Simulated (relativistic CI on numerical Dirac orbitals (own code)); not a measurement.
## Nb+: resonant inelastic scattering at the M2,3 edge

Computed with this model: Dirac-Coulomb-Breit CI, orbitals from a KLI potential per configuration, model QED, valence Slater integrals scaled by 0.8, Kramers-Heisenberg scattering through one core-hole configuration in a parametric crystal field; configurations [Kr] 4d4 → [Ne] 3s2 3p5 3d10 4s2 4p6 4d5; 300 K; core-hole width 1.2 eV; summed over polarisations. Incident energies are the highest absorption maxima for each field (at most a few, so the weaker spin-orbit partner edge can be absent), on the computed scale of the free ion. Intensities are in per cent of the strongest line above 0.02 eV; levels within 1 cm⁻¹ are merged; final levels count from the ground level, the first row holds all elastic scattering, lines under 0.4 are left out and each table stops after 24 rows. The scale of the Slater integrals is a model choice and moves the terms in proportion.

Field parameters in Wybourne normalisation: Oh B⁴₀ = 21Dq, B⁴₄ = √(5/14) B⁴₀. The field is a parameter set, without covalency.

S is read from ⟨S²⟩ = S(S + 1).

Oh, 10Dq = 3450 cm⁻¹:

| Final level (eV) | Degeneracy | Irrep | S | 365 eV | 380.9 eV |
| --- | --- | --- | --- | --- | --- |
| 0.000 | 1 | A1 | 1.99 | 4788.4 | 502.3 |
| 0.004 | 3 | T1 | 2.00 | 149.8 | 40.3 |
| 0.008 | 2 | E | 2.00 | 165.8 | 35.7 |
| 0.012 | 3 | T2 | 2.00 | 188.2 | 40.9 |
| 0.015 | 1 | A2 | 2.00 | 75.5 | 15.6 |
| 0.417 | 3 | T2 | 2.00 | 88.1 | 9.5 |
| 0.419 | 3 | T1 | 2.00 | 81.8 | 16.3 |
| 0.422 | 1 | A1 | 1.99 | 28.6 | 9.6 |
| 0.455 | 3 | T1 | 2.00 | 41.4 | 14.0 |
| 0.456 | 2 | E | 2.00 | 31.8 | 10.8 |
| 0.477 | 3 | T2 | 1.99 | 28.5 | 13.5 |
| 0.942 | 1 | A1 | 1.00 | 51.2 | 17.9 |
| 0.965 | 3 | T1 | 1.00 | 100.0 | 45.2 |
| 0.981 | 3 | T2 | 1.00 | 42.6 | 25.4 |
| 0.984 | 2 | E | 1.00 | 29.7 | 14.9 |
| 1.263 | 3 | T2 | 0.99 | 20.3 | 19.8 |
| 1.265 | 3 | T1 | 1.00 | 18.8 | 15.7 |
| 1.285 | 1 | A1 | 1.00 | 23.1 | 4.6 |
| 1.314 | 3 | T1 | 1.00 | 73.6 | 23.0 |
| 1.348 | 2 | E | 0.98 | 23.6 | 13.3 |
| 1.368 | 3 | T2 | 0.97 | 46.0 | 30.4 |
| 1.370 | 3 | T1 | 1.00 | 38.0 | 22.0 |
| 1.386 | 2 | E | 1.00 | 48.6 | 26.1 |
| 1.393 | 3 | T2 | 1.00 | 44.5 | 25.7 |

Oh, 10Dq = 7750 cm⁻¹:

```
Final level (eV)  Degeneracy  Irrep     S  364.7 eV  380.8 eV
           0.000           1     A1  1.98    3477.2     341.5
           0.004           3     T1  1.99      85.8      22.3
           0.008           2      E  1.99     127.4      24.8
           0.011           3     T2  2.00     144.6      31.3
           0.014           1     A2  2.00      67.1      13.2
           0.465           1     A1  1.02      49.9      16.3
           0.488           3     T1  1.02     100.0      43.9
           0.518           3     T2  1.00      44.8      30.2
           0.522           2      E  1.01      32.2      19.1
           0.944           1     A1  1.98      28.3       6.9
           0.946           3     T1  1.99      74.8      13.3
           0.947           3     T2  1.99      69.5       9.0
           0.981           2      E  1.98      30.4      10.5
           0.981           3     T1  1.98      38.8      13.4
           1.003           3     T2  1.97      24.0      13.2
           1.146           3     T2  0.23       6.8       4.8
           1.227           2      E  0.24       7.4       4.2
           1.281           3     T1  1.00      16.1      15.1
           1.290           3     T2  0.97      14.4      15.8
           1.307           1     A1  1.02      16.7       2.6
           1.330           3     T1  1.02      55.6      14.1
           1.380           2      E  1.00      35.1      16.0
           1.386           3     T2  0.99      45.4      21.1
           1.401           3     T1  1.02      33.8      20.0
```

Oh, 10Dq = 12100 cm⁻¹:

```tsv
Final level (eV)	Degeneracy	Irrep	S	364.7 eV	380.2 eV
0.000	1	A1	1.33	1489.1	110.4
0.028	3	T1	1.39	9.2	6.5
0.064	2	E	1.55	18.0	27.9
0.077	3	T2	1.54	21.9	30.9
0.112	1	A2	2.00	4.3	1.8
0.141	3	T2	1.58	26.1	5.2
0.150	3	T1	1.72	15.8	5.2
0.151	1	A1	1.77	4.3	3.1
0.155	2	E	1.57	18.4	3.0
0.778	3	T2	0.03	14.5	14.5
0.870	2	E	0.03	17.3	14.8
1.378	1	A1	0.98	43.6	13.7
1.384	3	T1	1.00	29.2	7.3
1.389	3	T2	1.00	15.4	4.9
1.414	3	T1	1.09	100.0	5.5
1.462	2	E	1.10	22.9	6.2
1.464	3	T2	1.10	27.6	1.2
1.480	3	T1	1.15	18.1	15.7
1.482	1	A1	0.31	8.0	3.7
1.490	2	E	1.07	8.1	5.1
1.519	3	T2	1.11	11.3	7.0
1.544	1	A2	1.00	3.0	0.3
1.593	3	T2	1.93	14.8	0.9
1.597	3	T1	1.94	11.5	1.9
```

For the first field the strongest loss at the lowest incident energy is the level at 0.96 eV (S = 1.00, against 2.00 in the thermal ground state). Levels of other spin, the first over 8 % at 0.94 eV, appear because spin-orbit coupling of the core hole, and in heavier ions of the valence shell too, mixes spins.
